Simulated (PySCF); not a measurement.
Energy of Re⁺ (rhenium, charge +1) between two integer charges

The 6s alpha orbital of [Xe] 4f14 5d5 6s1 is emptied in steps (occupation f), with all orbitals relaxed, ending at [Xe] 4f14 5d5. All numbers are calculated (PySCF 2.14, a scalar-relativistic core potential, in def2-SVP with the def2 core potential (60 electrons)). The exact energy is a straight line in f; departures are measured from the line between the end points of the same method.

```csv
f,UHF (eV),LDA (eV),PBE (eV)
1,0.000,0.000,0.000
0.9,0.026,-0.325,-0.323
0.7,0.060,-0.761,-0.756
0.5,0.070,-0.908,-0.904
0.3,0.058,-0.764,-0.762
0.1,0.024,-0.328,-0.328
0,0.000,0.000,0.000
```

```tsv
method	E(f=0) − E(f=1) (eV)	−ε at f=1 (eV)	−ε at f=0.5 (eV)
UHF	15.662	15.957	15.655
LDA	17.311	13.701	17.302
PBE	17.010	13.430	16.992
```

Orbital energy along the path (eV):

```tsv
f	UHF	LDA	PBE
1	-15.957	-13.701	-13.430
0.9	-15.893	-14.414	-14.134
0.7	-15.770	-15.852	-15.554
0.5	-15.655	-17.302	-16.992
0.3	-15.546	-18.761	-18.447
0.1	-15.445	-20.224	-19.919
0	-15.396	-20.956	-20.663
```

Reference removal energy between the ground levels: 16.6 ± 0.5 eV (semi-empirical (NIST evaluation); NIST Atomic Spectra Database, ionization energies). UHF lacks correlation.
